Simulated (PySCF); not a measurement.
Nuclear quadrupole coupling in `N[SiH2]CC(N)=O`

Compound: C2H8N2OSi.
Atom-mapped SMILES: `[NH2:1][SiH2:2][CH2:3][C:4]([NH2:5])=[O:6]` (hydrogens: H7, H8 on N1; H9, H10 on Si2; H11, H12 on C3; H13, H14 on N5)

Geometry (GFN2-xTB, Å), atoms numbered from 1 in this order:
```xyz
14
C2H8N2OSi angstrom
N      1.3084    1.3626   -0.0159
Si     0.7777    0.2522    1.2067
C     -0.0010   -1.1901    0.2345
C     -1.3599   -0.8247   -0.2945
N     -1.3338    0.0944   -1.2969
O     -2.3945   -1.3101    0.1076
H      1.9722    1.0307   -0.7004
H      1.5882    2.2838    0.2838
H      1.8363   -0.2941    2.0696
H     -0.1979    1.0023    1.9914
H      0.6407   -1.4686   -0.6008
H     -0.1114   -2.0586    0.8797
H     -0.5103    0.6549   -1.4344
H     -2.2155    0.4647   -1.6127
```

Field gradients from the PBE0/pcSseg-1 density (PySCF, non-relativistic), principal values in atomic units, ordered |Vxx| ≤ |Vyy| ≤ |Vzz|:

```csv
atom,Vxx,Vyy,Vzz
N1,0.2818,0.5980,-0.8798
N5,0.4217,0.5070,-0.9287
O6,0.8156,0.8288,-1.6443
```

Task: Find the asymmetry η = (Vxx − Vyy)/Vzz and the couplings χ = eQV/h (234.96 MHz × Q in barn × V in au), with Q(14N) = 0.02044 b, Q(17O) = −0.0256 b.

Result: 
```tsv
atom	environment	nucleus	η	χzz (MHz)	χxx (MHz)	χyy (MHz)
N1	silicon-bound nitrogen	14N	0.36	-4.226	1.354	2.872
N5	amide nitrogen	14N	0.09	-4.460	2.025	2.435
O6	amide oxygen	17O	0.01	9.89	-4.91	-4.99
```

The gradient is axial or nearly so (η below 0.05) at O6. 

Task: What is Vzz at O6 in SI units (1 au = 9.71736 × 10²¹ V/m²)?

Result: -1.6443 au = -15.979 × 10²¹ V/m².

Were the hydrogens deuterons (Q(2H) = 0.00286 b), χzz would run from 104 kHz (H9) to 286 kHz (H8).

Isolated species at its GFN2-xTB geometry (one conformer only). GFN2-xTB bond lengths can be off by several hundredths of an ångström, more for odd bonds, and the gradients follow them. A larger basis could move these couplings by a tenth or more.
